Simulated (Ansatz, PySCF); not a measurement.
H₉NSi₃, SMILES [SiH3]N[SiH2][SiH3]. Atoms are numbered in the order given.

```xyz
13

Si     1.5208     1.3381    -0.4737
N      1.3614    -0.2280     0.2652
Si    -0.0708    -1.1362     0.6809
Si    -2.0010    -0.1757    -0.2462
H      2.5317     1.3093    -1.5756
H      1.9390     2.4075     0.4875
H      0.1844     1.7006    -1.0320
H      2.2345    -0.6539     0.5700
H      0.0458    -2.5461     0.1849
H     -0.2686    -1.2317     2.1657
H     -3.1507    -1.0635     0.1164
H     -1.9145    -0.0914    -1.7362
H     -2.2648     1.1881     0.3064
```
Charge 0, spin multiplicity 1.

The structure is a stationary point at PBE0-D3(BJ)/def2-SVP. The values are those of a single conformer.

Two levels are set side by side: PBE-D3(BJ)/def2-SVP (Ansatz, a program for electronic structure) and PBE0-D3(BJ)/def2-SVP (Ansatz). Each level has its own optimised geometry; the coordinates shown are those of the second. Frequencies come from the Hessian of PySCF at each geometry. Differences are taken from unrounded values.

```
quantity                            PBE0-D3(BJ)
----------------------------------  -----------
mean bond length (Å)                      1.569
bond Si1–N2 (Å)                           1.739
bond N2–Si3 (Å)                           1.746
bond Si3–Si4 (Å)                          2.347
bond Si1–H5 (Å)                           1.496
bond Si1–H6 (Å)                           1.498
bond Si1–H7 (Å)                           1.493
bond N2–H8 (Å)                            1.018
bond Si3–H9 (Å)                           1.499
bond Si3–H10 (Å)                          1.501
bond Si4–H11 (Å)                          1.497
bond Si4–H12 (Å)                          1.495
bond Si4–H13 (Å)                          1.495
highest harmonic wavenumber (cm⁻¹)         3600
mean harmonic wavenumber (cm⁻¹)            1111
zero-point energy (kcal/mol)              52.40
```

### Question
What does PBE-D3(BJ) give, and how far is it from PBE0-D3(BJ)? (An estimate is asked for; the answer gives what the named calculation found.)

### Answer

```tsv
quantity	PBE-D3(BJ)	PBE-D3(BJ) minus PBE0-D3(BJ)
mean bond length (Å)	1.579	0.011
bond Si1–N2 (Å)	1.752	0.013
bond N2–Si3 (Å)	1.759	0.013
bond Si3–Si4 (Å)	2.355	0.008
bond Si1–H5 (Å)	1.506	0.010
bond Si1–H6 (Å)	1.509	0.012
bond Si1–H7 (Å)	1.503	0.010
bond N2–H8 (Å)	1.026	0.008
bond Si3–H9 (Å)	1.510	0.010
bond Si3–H10 (Å)	1.513	0.012
bond Si4–H11 (Å)	1.508	0.010
bond Si4–H12 (Å)	1.505	0.010
bond Si4–H13 (Å)	1.505	0.010
highest harmonic wavenumber (cm⁻¹)	3485	-114
mean harmonic wavenumber (cm⁻¹)	1074	-37
zero-point energy (kcal/mol)	50.66	-1.74
```

Exact exchange shortens and stiffens bonds; PBE has none. Differences between two approximate levels are no errors against the true value.
